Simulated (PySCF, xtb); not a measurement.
Si(CCH)2(F)(H) (C4H3FSi), SMILES C#C[SiH](F)C#C.

GFN2-xTB (xtb 6.7.1) at its own geometry gives an orbital gap of 5.28 eV and a dipole moment of 1.92 D.

Geometry: ωB97X-D3(BJ)/def2-SVP. The structure was generated by enumeration, and PubChem lists no compound with its InChIKey, so it may never have been made.

Q: What does PBE/def2-TZVP (PySCF) give? (An estimate is asked for; the answer gives what the named calculation found.)

A: gap 5.11 eV (levels -7.29 and -2.18 eV), dipole 1.96 D.
